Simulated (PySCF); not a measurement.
Geometry (Å), atoms numbered from 1 in this order:
```xyz
18

C     3.8011    0.5158   -0.2658
N     3.1733   -0.5823   -0.2076
C     1.8215   -0.6636   -0.2327
C     1.0611   -1.8100   -0.1637
C    -0.2776   -1.3932   -0.2188
C    -0.2710   -0.0223   -0.3196
Si   -1.6297    1.2676   -0.4421
C    -3.2942    0.3699   -0.3114
O     1.0033    0.4215   -0.3279
H     3.3342    1.4984   -0.3419
H     4.8790    0.4721   -0.2370
H     1.4419   -2.8069   -0.0842
H    -1.1482   -2.0167   -0.1893
H    -1.5138    1.9648   -1.7298
H    -1.4627    2.2326    0.6520
H    -3.3749   -0.1931    0.6140
H    -3.4350   -0.3253   -1.1339
H    -4.1171    1.0770   -0.3370
```

- shielding tensors at PBE0/pcSseg-1 (GIAO)
- GFN2-xTB geometry
- program: PySCF 2.14.0 with density-fitted response routines
- no solvent, relativity neglected, equivalent nuclei averaged, one conformer

Problem. List the cross peaks expected in HSQC, COSY and HMBC spectra.

Solution. 

HSQC (one-bond C–H):
```tsv
δH	δC
7.94 (H10)	148.1 (C1)
7.08 (H11)	148.1 (C1)
7.01 (H13)	130.3 (C5)
6.87 (H12)	120.4 (C4)
0.42 (H16/H17/H18)	-9.6 (C8)
```

COSY cross peaks (H two or three bonds apart, from the bond graph; peaks can be absent where the dihedral angle is near 90°):
```tsv
δH	δH
7.94 (H10)	7.08 (H11)
7.01 (H13)	6.87 (H12)
4.74 (H14/H15)	0.42 (H16/H17/H18)
```

HMBC (two and three bonds, from the bond graph):
```tsv
δH	δC
7.94 (H10)	168.2 (C3)
7.08 (H11)	168.2 (C3)
7.01 (H13)	168.2 (C3), 155.0 (C6), 120.4 (C4)
6.87 (H12)	168.2 (C3), 155.0 (C6), 130.3 (C5)
4.74 (H14/H15)	155.0 (C6), 130.3 (C5), -9.6 (C8)
0.42 (H16/H17/H18)	155.0 (C6)
```

δ = σ(ref) − σ, references computed at the same level: TMS for ¹H (σ = 31.72 ppm) and ¹³C (σ = 186.93 ppm).

Shifts are as computed. Against solution values, carbons near 30 ppm lie about +3 ppm off and those near 130 ppm about +5 ppm. Of 1211 compounds with measured shifts, 218 miss one by over three times the rms of a fit or turn the order of signals round; such compounds aren't used in these exercises.
